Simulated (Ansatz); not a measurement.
```xyz
10

P     1.666   -0.003   -1.634
Si    0.205   -0.621   -0.059
C    -0.257    0.382    1.400
N    -1.203    0.326    0.242
H     1.131    1.310   -1.689
H     0.847   -0.483   -2.693
H     0.142   -2.096    0.091
H    -0.547   -0.149    2.306
H     0.139    1.375    1.600
H    -2.123   -0.042    0.436
```

Charge 0, multiplicity 1.

(1) List the CAM-B3LYP/def2-TZVPP orbital energies in eV (Ansatz 0.2.0). (An estimate is asked.)

Results:

(1) Ansatz gave: Occupied: -2098.78, -1801.23, -390.95, -279.17, -180.10, -145.79, -130.08, -130.05, -129.97, -101.12, -101.11, -101.10, -26.28, -19.89, -19.30, -16.17, -14.66, -13.32, -12.49, -11.23, -10.76, -9.84, -8.98, -8.07. Lowest empty: 0.95, 1.28, 1.66, 1.73, 2.20, 3.15, 3.55, 3.76.
